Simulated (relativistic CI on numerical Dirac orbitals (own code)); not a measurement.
# Hyperfine structure of La XXXVII, mass number 139

Calculated at this level of theory: Dirac-Coulomb-Breit CI, KLI orbitals optimised for each configuration, model QED (radiative potential, 1s self-energy scaled to tabulated hydrogen-like ionisation energies), unscaled Slater integrals (own radial code, finite nucleus).

Configurations in the expansion (outside the closed core [Ne]): 3s2 3p6 3d3, 3s2 3p5 3d4, 3s 3p6 3d4, 3s2 3p6 3d2 4s, 3s2 3p6 3d2 4p, 3s2 3p6 3d2 4d, 3s2 3p5 3d3 4s, 3s2 3p6 3d2 4f, 3s2 3p5 3d3 4p, 3s 3p6 3d3 4s, 3p6 3d4 4p, 3p6 3d5, 3p5 3d6, 3p5 3d5 4s, 3p6 3d4 4s, 3p5 3d4 4s2, 3s2 3p6 3d 4s2, 3s2 3p6 4s2 4p, 3s2 3p6 4s2 4d. Double excitations out of closed p, d and f shells are left out; levels of such configurations are missing from the list, as are those of other unlisted configurations, and high levels can miss mixing partners. These lack a partner that the ground configuration has and come out too high: 3s2 3p5 3d3 4p.

Nuclear spin I = 7/2, μ = 2.7791 μN, Q = 0.206 b (tables of Stone and Pyykkö). The electronic factors are computed for point nuclear moments, without core polarisation or the Bohr-Weisskopf and QED corrections.

| Level | E (cm⁻¹) | A (MHz) | B (MHz) |
| --- | --- | --- | --- |
| 3s2 3p6 3d3 4F_3/2 | 0 | 31900 | -3990 |
| 3s2 3p6 3d3 4F_5/2 | 121109 | 18840 | -2290 |
| 3s2 3p6 3d3 4F_7/2 | 172353 | 19300 | 469 |
| 3s2 3p6 3d3 4P_1/2 | 196028 | -11300 |  |
| 3s2 3p6 3d3 4P_5/2 | 296856 | 9835 | 5700 |
| 3s2 3p6 3d3 2G_7/2 | 303811 | 17120 | 835 |
| 3s2 3p6 3d3 4F_9/2 | 321645 | 16510 | 2450 |
| 3s2 3p6 3d3 2P_1/2 | 371432 | -3374 |  |

Levels with J = 0, under 50 % of one LS term, or S terms without an open s electron are left out. Small factors come from cancelling terms and can be off by tens of per cent or more.

At this charge energies of transitions that change n are usually good to better than 1 %, and those within a shell (Δn = 0) to a few per cent. Terms inside the open d or f shell come out 10 to 20 % too wide with unscaled integrals.

Give the hyperfine levels of 3s2 3p6 3d3 4F_3/2 relative to its centre of gravity.

With K = F(F + 1) − I(I + 1) − J(J + 1), E = AK/2 + B[¾K(K + 1) − I(I + 1)J(J + 1)]/[2I(2I − 1)J(2J − 1)]: F = 2: -217500, F = 3: -118900, F = 4: 9830, F = 5: 166500 MHz.

LS names give the leading component of a level, which can be under half, so a name can repeat, a term be missing and a line seem to break the LS rules.
